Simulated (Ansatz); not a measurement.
Consider the formal hydrolysis of a C–I bond: `Cl[SiH2]CI` + H₂O → `OC[SiH2]Cl` + HI.

Program: Ansatz. Geometries: PBE0-D4/def2-TZVP. ΔE: electronic, gas phase. CCSD(T)/CBS adds triple-zeta CCSD(T) − MP2 to the extrapolated MP2 energy (def2 sets, frozen cores). This one scheme is used for every species. Elements past krypton have def2 core potentials. For I outer-core shells are correlated without core-valence functions, which leaves a few kJ/mol of doubt a bond. Each species was taken in one conformer, which may not be the lowest.

```csv
species,CCSD(T)/CBS(def2) energy (Eh)
`Cl[SiH2]CI`,-1086.81168
H₂O,-76.37941
`OC[SiH2]Cl`,-865.12709
HI,-298.03592
```

Question: Work out ΔE.

Answer: ΔE = (-865.12709) + (-298.03592) − (-1086.81168) − (-76.37941) = 0.02808 Eh = +73.7 kJ/mol.

Largest T1 diagnostic among the species: 0.010.

The D4 term adds +8.1 kJ/mol with B3LYP and +4.2 kJ/mol with PBE0; it sums over pairs of atoms, weighted by their polarisabilities, and B3LYP, whose exchange is more repulsive, gets the larger term. In def2-TZVPP, CCSD(T) changes the Hartree–Fock value by +16.1 kJ/mol (the triples alone add +3.0 kJ/mol) and MP2 by +29.2 kJ/mol.

B3LYP here is the variant with VWN-RPA as its local correlation; programs differ in this.
